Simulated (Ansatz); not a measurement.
Geometry optimisation, RKS LDA/def2-mTZVP (Ansatz).

input.yaml

```yaml
crystal:
  periodic: [false, false, false]
  atoms:
    - { symbol: W, position_ang: [0.369529, 0.253462, -0.107735] }
    - { symbol: H, position_ang: [0.3462, -0.669525, 1.327627] }
    - { symbol: H, position_ang: [1.833335, 0.310511, 0.789096] }
    - { symbol: H, position_ang: [-0.538475, 1.706978, -0.13833] }
    - { symbol: H, position_ang: [-1.068857, 0.168456, 0.747922] }
    - { symbol: H, position_ang: [-0.490603, -1.18344, -0.119718] }
    - { symbol: H, position_ang: [0.448572, -0.586442, -1.599162] }
basis:
  gaussian: { orbitals: def2-mTZVP }
hamiltonian:
  xc: lda
relax:
  f_tol: 0.03
  max_steps: 50
output:
  orbitals: {}
```

Command:

```bash
$ ansatz run input.yaml --threads 1 --pin off --max-ram 2048MiB --backend cpu --events-out ev --progress --plain --runs-dir out
```

Question: Where does it end, and by what steps?

Answer: The run converged. After 2 steps the energy has fallen by 0.008 eV; H2 moved furthest, 0.02 Å.

| step | energy less start (eV) | largest force component (eV/Å) | accepted |
| --- | --- | --- | --- |
| 0 | 0.0000 | 0.461 | yes |
| 1 | 0.0035 | 0.407 | no |
| 2 | -0.0084 | 0.006 | yes |

```xyz
7
Properties=species:S:1:pos:R:3
W 0.365 0.248 -0.101
H 0.343 -0.660 1.308
H 1.830 0.311 0.787
H -0.534 1.709 -0.133
H -1.074 0.178 0.756
H -0.483 -1.198 -0.121
H 0.452 -0.588 -1.597
```

Whether the end is a true minimum wasn't checked by a vibrational analysis.

Time of the run: 3 s on 1 thread of Intel(R) Xeon(R) Platinum 8488C (Sapphire Rapids), on a shared host, peak memory 0.12 GiB.
